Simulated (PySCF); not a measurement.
# Radial density of Tl²⁺ (thallium, charge +2)

UHF, [Xe] 4f14 5d10 6s1, 2S determinant. Calculation: PySCF 2.14, in aug-cc-pwCVTZ-PP with ECP60MDF (8s7p6d4f1g, 96 functions); scalar relativity through the core potential. This is the valence pseudo-density: the core potential removes the inner electrons and smooths the orbitals near the nucleus.

```json
{"r (bohr)": "0.0321", "4πr²ρ (e/bohr)": "1.495e-05", "4πr²(ρα − ρβ)": "0.0000"}
{"r (bohr)": "0.0540", "4πr²ρ (e/bohr)": "2.594e-05", "4πr²(ρα − ρβ)": "0.0000"}
{"r (bohr)": "0.0909", "4πr²ρ (e/bohr)": "9.483e-05", "4πr²(ρα − ρβ)": "0.0000"}
{"r (bohr)": "0.153", "4πr²ρ (e/bohr)": "0.0009584", "4πr²(ρα − ρβ)": "0.0000"}
{"r (bohr)": "0.257", "4πr²ρ (e/bohr)": "0.02152", "4πr²(ρα − ρβ)": "0.0004"}
{"r (bohr)": "0.433", "4πr²ρ (e/bohr)": "0.9970", "4πr²(ρα − ρβ)": "0.0221"}
{"r (bohr)": "0.728", "4πr²ρ (e/bohr)": "14.16", "4πr²(ρα − ρβ)": "0.0811"}
{"r (bohr)": "1.22", "4πr²ρ (e/bohr)": "15.20", "4πr²(ρα − ρβ)": "0.0018"}
{"r (bohr)": "2.06", "4πr²ρ (e/bohr)": "3.087", "4πr²(ρα − ρβ)": "0.6306"}
{"r (bohr)": "3.46", "4πr²ρ (e/bohr)": "0.2267", "4πr²(ρα − ρβ)": "0.1578"}
{"r (bohr)": "5.82", "4πr²ρ (e/bohr)": "0.001738", "4πr²(ρα − ρβ)": "0.0017"}
```

Energies and moments cover only the electrons outside the core potential. Spin-orbit coupling, which splits the p, d and f shells strongly at this Z, is absent.
